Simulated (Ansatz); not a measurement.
**Cost against result**

Saddle point of BH₂ClOF₂, closed shell (BClF₂ ([F][B]([F])[Cl]) + H₂O → BHOF₂ ([OH][B]([F])[F]) + HCl; bonds formed: Cl2–H5; dative contacts that become bonds: B1–O6; bonds broken: B1–Cl2, H5–O6), PBE0-D4/def2-TZVP structure:

B1  (-0.254, -0.529, 0.275)
Cl2  (1.887, -0.167, -0.240)
F3  (-0.770, -1.317, -0.659)
F4  (-0.260, -0.899, 1.538)
H5  (0.771, 0.897, -0.195)
O6  (-0.436, 0.923, 0.044)
H7  (-0.939, 1.092, -0.763)
(Å)

Barriers are electronic and count from the start structure reached by relaxing down the imaginary mode.

Ansatz 0.2.0; basis: as named in each row; cores frozen in the correlated methods. B3LYP uses VWN-RPA correlation. Extrapolation: Hartree–Fock as exp(−7.88 √X), correlation as X^−2.97.

Times are rough, for one single point on 4 threads of a shared host (Intel Xeon).

The estimate by CCSD(T) at an estimated basis limit (MP2 extrapolated from triple and quadruple zeta, plus CCSD(T) − MP2 in triple zeta) is 77.9 kJ/mol.

```
      method       basis  time (s)  barrier (kJ/mol)  method less estimate
          HF      STO-3G   under 1             106.0                  28.0
      PBE-D4      STO-3G   under 1              -2.8                 -80.7
       SPW92    def2-SVP         1              35.9                 -42.1
      PBE-D4    def2-SVP         2              48.6                 -29.4
    B3LYP-D4       6-31G         2              90.6                  12.7
     PBE0-D4    def2-SVP         2              65.0                 -12.9
       SPW92  def2-TZVPP         2              40.8                 -37.1
     BLYP-D4  def2-TZVPP         3              56.9                 -21.1
    BHLYP-D4  def2-TZVPP         3              82.2                   4.3
      PBE-D4  def2-TZVPP         3              52.8                 -25.2
     PBE0-D4  def2-TZVPP         3              65.8                 -12.1
    B3LYP-D4  def2-TZVPP         4              67.0                 -10.9
CAM-B3LYP-D4  def2-TZVPP         4              71.7                  -6.2
   r2SCAN-D4  def2-TZVPP         4              60.6                 -17.4
     wB97M-V    def2-SVP         5              72.1                  -5.8
  r2SCAN0-D4  def2-TZVPP         5              69.7                  -8.2
  RPA on PBE  def2-TZVPP         6              75.3                  -2.7
     CCSD(T)    def2-SVP         7              83.7                   5.8
      B97M-V  def2-TZVPP         7              74.2                  -3.7
      B2PLYP  def2-TZVPP         7              71.8                  -6.2
    PBE-QIDH  def2-TZVPP         7              74.9                  -3.0
     wB97X-V  def2-TZVPP         8              76.6                  -1.3
     wB97M-V  def2-TZVPP         9              74.1                  -3.9
         MP2  def2-QZVPP        26              74.1                  -3.8
     CCSD(T)  def2-TZVPP        83              77.9                   0.0
```

All methods are single points on the PBE0-D4 structures; a negative value means that the method puts the saddle structure below the start.

The T1 diagnostic stays at or below 0.012.

The step is the kind of ligand exchange by which a precursor binds to a hydroxyl group, or is hydrolysed, in atomic layer deposition of oxides.

Labels in which every atom is bracketed show which atoms are joined, not bond orders.
